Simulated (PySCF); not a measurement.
Fill in the blanks.

C5H4O3 (charge -1 and doublet state).
SMILES: `[C](c1cocc1)([O-])O`

Conformer (atom-mapped SMILES and torsion angles): `[O-:1][C:2]([OH:3])[c:4]1[cH:5][cH:6][o:7][cH:8]1`: O1–C2–C4–C5 -15°, H–O3–C2–O1 164°.

```json
{"property": "point group", "level": "PBE0-D3(BJ)/def2-SVP", "value": "?"}
{"property": "rotational constants A, B, C", "level": "PBE0-D3(BJ)/def2-SVP", "value": "5.090, 1.553, 1.200 GHz"}
{"property": "isotropic g value", "level": "unrestricted B3LYP/IGLO-III on C O, pcH-1 on H, mean-field spin–orbit", "value": "?"}
{"property": "spin squared ⟨S²⟩", "level": "unrestricted B3LYP/IGLO-III on C O, pcH-1 on H", "value": "0.757"}
{"property": "largest isotropic hyperfine couplings (means over sets of like nuclei)", "level": "unrestricted B3LYP/IGLO-III on C O, pcH-1 on H", "value": "?"}
```

Gas-phase values; electronic properties from PySCF, density fitting. Whether the extra electron is bound in the gas phase wasn't checked; a finite basis holds it in any case. The geometry's basis has no diffuse functions, a weakness for an anion. The unpaired spin is shared among atoms: the largest Mulliken spin population is 0.50.

Question: The isotropic g value?

Answer: 2.00363.

Question: What are the largest isotropic hyperfine couplings (means over sets of like nuclei)?

Answer: 13C +98.1, 1H +68.2, 17O -23.2, 17O -11.9, 13C -6.9 MHz.

Question: The point group?

Answer: C1.

g_iso is shifted by about +1310 ppm from the free-electron value 2.002319. With B = h/(8π²I), that is 505.379 GHz u Å² over I, the principal moments of inertia are 99.3, 325.5 and 421.3 u Å² (most abundant isotopes). At 9.50 GHz, hν = g·μB·B₀ (B₀ the magnetic field) puts the centre of the isotropic spectrum, to first order, at 338.8 mT.

For the geometry optimisation (PBE0-D3(BJ)/def2-SVP), on one thread of an x86-64 server, shared host, this took 96 s of wall time.

One conformer stands for the species.
